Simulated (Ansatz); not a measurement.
The same molecule with X = F, Cl, Br. Ansatz, PBE0-D4/def2-TZVP geometries, multiplicity 1.

Scalar relativity is left out up to krypton.

```json
{"X": "F", "molecule": "`FB1CC1`", "mean X–B bond length / Å": "1.310", "zero-point energy (PBE0-D4/def2-TZVP) / kJ/mol": "153.0", "HOMO–LUMO gap (ωB97M-V/def2-TZVPP) / eV": "11.35", "HOMO–LUMO gap (B3LYP/def2-TZVPP) / eV": "6.50"}
{"X": "Br", "molecule": "`BrB1CC1`", "mean X–B bond length / Å": "1.873", "zero-point energy (PBE0-D4/def2-TZVP) / kJ/mol": "148.2", "HOMO–LUMO gap (ωB97M-V/def2-TZVPP) / eV": "10.18", "HOMO–LUMO gap (B3LYP/def2-TZVPP) / eV": "5.51"}
```

Task: Give the row for X = Cl, `ClB1CC1`. (Estimate.)

Result: The calculation gave: 
| X | molecule | mean X–B bond length / Å | zero-point energy (PBE0-D4/def2-TZVP) / kJ/mol | HOMO–LUMO gap (ωB97M-V/def2-TZVPP) / eV | HOMO–LUMO gap (B3LYP/def2-TZVPP) / eV |
| --- | --- | --- | --- | --- | --- |
| Cl | `ClB1CC1` | 1.717 | 149.5 | 10.47 | 5.73 |

From F to Br the mean X–B bond length rises at each step, by 0.563 Å in all; the zero-point energy (PBE0-D4/def2-TZVP) falls at each step, by 4.8 kJ/mol in all; the HOMO–LUMO gap (ωB97M-V/def2-TZVPP) falls at each step, by 1.17 eV in all; the HOMO–LUMO gap (B3LYP/def2-TZVPP) falls at each step, by 0.99 eV in all. Bonds lengthen as the atom grows down the group.

B3LYP here is the variant with VWN-RPA as its local correlation; programs differ in this.

Spin–orbit coupling is left out; it splits and shifts lone-pair levels of the heavy atoms by tenths of an eV.
